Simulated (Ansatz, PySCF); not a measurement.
The pair A = H2S (SMILES S) (first 3 atoms), B = CH6Si (SMILES C[SiH3]); geometry from B3LYP-D3(BJ)/def2-TZVP.
(charge 0, multiplicity 1):
```xyz
11

S     -0.009    -0.535     0.305
H     -0.021    -1.572     1.157
H     -1.147    -0.035     0.813
C      1.119     1.077     3.832
Si    -0.400     0.044     4.196
H      1.978     0.721     4.404
H      0.949     2.123     4.093
H      1.366     1.022     2.771
H     -0.171    -1.379     3.839
H     -1.568     0.524     3.416
H     -0.754     0.104     5.635
```

Correlated levels freeze the cores. CBS(a, b) extrapolates the correlation energy as X⁻³ and adds the Hartree–Fock energy of set b. MP2 and its Hartree–Fock in aug-cc-pV(T+d)Z are density fitted.

Codes used: Ansatz (Gaussian basis) for Hartree–Fock, density functionals and correlated methods; PySCF for the dispersion terms. Each number belongs to the level named beside it.

The monomers are drawn apart, rigid, along the line of their centres of mass. Counterpoise-corrected interaction energies (kcal/mol):

| level | R = 5.429 Å | R = 7.010 Å |
|---|---|---|
| PBE/def2-TZVPPD | -0.3366 | -0.0793 |
| PBE-D3(BJ)/def2-TZVPPD | -0.6107 | -0.1372 |
| wB97M-V/def2-TZVPPD | -0.4871 | -0.1242 |
| MP2/CBS(aug-cc-pV(D+d)Z, aug-cc-pV(T+d)Z) + ΔCCSD(T)/aug-cc-pV(D+d)Z | -0.4842 | -0.1195 |

### Question
R is the distance of the centres of mass. Find the local exponent m of E ∝ R⁻ᵐ between the two points.

### Answer

m = ln(E₁/E₂)/ln(R₂/R₁): PBE/def2-TZVPPD 5.7; PBE-D3(BJ)/def2-TZVPPD 5.8; wB97M-V/def2-TZVPPD 5.3; MP2/CBS(aug-cc-pV(D+d)Z, aug-cc-pV(T+d)Z) + ΔCCSD(T)/aug-cc-pV(D+d)Z 5.5. For scale, two fixed dipoles give m = 3, dipole and quadrupole 4, quadrupoles 5, and dispersion or dipole-induced dipole 6 at long range; at these distances several terms mix, and what is left of overlap and damping shifts m, so it need not match one of them.

Ansatz is a quantum-chemistry and plane-wave program.
